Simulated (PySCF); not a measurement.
A structure optimised at B3LYP-D3(BJ)/def2-SVP, used in a PySCF frequency run:

```
Si
N 1 1.7477
C 2 1.4449 1 124.93
H 3 1.0988 2 111.18 1 -18.02
H 3 1.1084 4 107.33 2 121.75
H 3 1.1112 4 107.50 5 114.40
C 2 1.4480 3 113.54 4 177.46
H 7 1.1003 2 110.16 3 -177.25
H 7 1.1081 8 107.46 2 -121.32
H 7 1.1107 8 108.11 9 -115.12
N 1 1.7477 2 106.04 3 144.15
C 11 1.4449 1 124.93 2 144.15
H 12 1.0988 11 111.18 1 -18.02
H 12 1.1084 13 107.33 11 121.75
H 12 1.1112 13 107.50 14 114.40
C 11 1.4480 12 113.54 13 177.46
H 16 1.1003 11 110.16 12 -177.25
H 16 1.1081 17 107.46 11 -121.32
H 16 1.1107 17 108.11 18 -115.12
C 1 1.8849 2 107.99 3 22.74
H 20 1.1020 1 111.71 2 55.15
H 20 1.1021 21 108.12 1 124.84
H 20 1.1026 21 107.60 22 115.76
C 1 1.8849 2 113.02 3 -97.73
H 24 1.1020 1 111.71 2 -61.82
H 24 1.1021 25 108.12 1 124.84
H 24 1.1026 25 107.60 26 115.76
```
Charge 0, spin multiplicity 1.

Q: Write its SMILES, formula and point group.

A: CN(C)[Si](C)(C)N(C)C, C6H18N2Si, C2

Q: What are its rotational constants (standard atomic weights)?

A: 1.5831, 1.0453, 0.93418 GHz
